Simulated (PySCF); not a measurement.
C₂H₄F₂Si₂, SMILES F[SiH](F)C#C[SiH3].

The structure is a stationary point at PBE-D3(BJ)/def2-SVP. The structure was generated by enumeration, and PubChem lists no compound with its InChIKey, so it may never have been made.

Two levels are set side by side: PBE/def2-TZVP (PySCF) and CAM-B3LYP/def2-TZVP (PySCF). Same geometry, gas phase. Differences are taken from unrounded values.

| quantity | PBE |
|---|---|
| orbital gap (eV) | 5.20 |
| highest occupied level (eV) | -7.55 |
| lowest empty level (eV) | -2.34 |
| dipole moment (D) | 2.32 |
| mean polarisability (bohr³) | 76.6 |

Problem. These are the PBE values. What does CAM-B3LYP give? (An estimate is asked for; the answer gives what the named calculation found.)

Solution. 
```json
[
 {"quantity": "orbital gap (eV)", "CAM-B3LYP": "9.74", "PBE minus CAM-B3LYP": "-4.54"},
 {"quantity": "highest occupied level (eV)", "CAM-B3LYP": "-10.06", "PBE minus CAM-B3LYP": "2.52"},
 {"quantity": "lowest empty level (eV)", "CAM-B3LYP": "-0.32", "PBE minus CAM-B3LYP": "-2.02"},
 {"quantity": "dipole moment (D)", "CAM-B3LYP": "2.44", "PBE minus CAM-B3LYP": "-0.13"},
 {"quantity": "mean polarisability (bohr³)", "CAM-B3LYP": "71.7", "PBE minus CAM-B3LYP": "4.8"}
]
```

Without exact exchange PBE keeps part of each electron's self-repulsion, which lifts occupied levels and narrows the gap. Loosely held outer electrons make PBE densities more polarisable. Differences between two approximate levels are no errors against the true value.

Rough cost on one machine, each run with all the roots and properties that it gave: CAM-B3LYP against PBE within a factor of 2.
